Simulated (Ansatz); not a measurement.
C$_{5}$H$_{8}$N$_{2}$, SMILES `CN1[C]N(C)C=C1`. Charge 0, multiplicity 1.

Z-matrix (Å, degrees):
```
C
N 1 1.440
H 1 1.088 2 107.5
H 1 1.093 2 110.9 3 -119.4
H 1 1.093 2 110.9 3 119.4
C 2 1.357 1 122.9 3 -0.0
C 2 1.378 1 124.2 3 180.0
N 6 1.357 2 102.1 1 180.0
C 7 1.350 2 106.0 1 -180.0
H 7 1.078 2 123.4 1 0.0
C 8 1.440 6 122.9 2 -180.0
H 9 1.078 7 130.6 2 180.0
H 11 1.088 8 107.5 6 0.0
H 11 1.093 8 110.9 6 -119.4
H 11 1.093 8 110.9 6 119.4
```

(1) What are the harmonic wavenumbers in cm⁻¹ at PBE0-D4/def2-TZVP (Ansatz, finite differences of forces, unscaled)? (Estimate.)

(2) Is this a minimum?

(3) Give the ideal-gas thermochemistry at 298.15 K and 1 bar (rigid rotor, harmonic oscillator; point group C2v, symmetry number 2).

Results:

(1) The calculation gave: 115, 116, 196, 271, 291, 437, 630, 632, 635, 724, 762, 810, 1017, 1029, 1079, 1085, 1105, 1152, 1154, 1241, 1349, 1373, 1417, 1429, 1441, 1486, 1486, 1487, 1502, 1505, 1626, 3051, 3052, 3114, 3114, 3176, 3176, 3270, 3292.

(2) Yes, all 39 modes are real.

(3) Zero-point energy 333.9 kJ/mol; H(298) − E = 354.6 kJ/mol; entropy 335.5 J/(mol·K), of which translation 165.8, rotation 107.0, vibration 62.7; G(298) − E = 254.6 kJ/mol.
